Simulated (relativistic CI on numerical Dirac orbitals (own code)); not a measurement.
## Re⁴⁺: 4d photoemission

Computed with this model: Dirac-Coulomb-Breit CI, KLI orbitals optimised for each configuration, a model potential for QED, valence Slater integrals scaled by 0.7, multiplet model of photoemission in the sudden approximation; configurations [Xe] 4f14 5d3 → [Kr] 4d9 4f14 5s2 5p6 5d3; 80 K; Lorentzian 2.45 eV and Gaussian 0.6 eV FWHM. Energies are those of the free ion, without screening or charge transfer. The energies are binding energies and can lie tens of eV above those of solids. S is read from ⟨S²⟩ = S(S + 1).

Field parameters in Wybourne normalisation: D3d B²₀ = −7Dσ, B⁴₀ = −14Dq − 21Dτ, B⁴₃ = −14√(10/7) Dq. The field is a parameter set, without covalency.

free ion: ground-state S = 1.38, centroid 325.84 eV. Peaks (eV, height): 320.2 (100), 334.0 (57).

D3d, 10Dq = 16400, Dσ = -950, Dτ = 230 cm⁻¹: ground-state S = 1.43, centroid 326.01 eV. Peaks (eV, height): 320.4 (100), 334.0 (63).

Strongest unbroadened transitions for free ion:

```
Energy (eV)  Relative strength
     319.91               85.2
     320.08               63.1
     320.31              100.0
     320.34               39.5
     320.69               19.5
     320.89                3.1
     321.28                3.9
     322.14                2.2
     324.81                2.3
     333.64               34.4
     333.74               91.8
     334.60                3.2
     334.69               43.0
     334.91                6.7
     335.19               12.9
     335.65                2.1
     335.93                3.1
     336.85                5.7
```
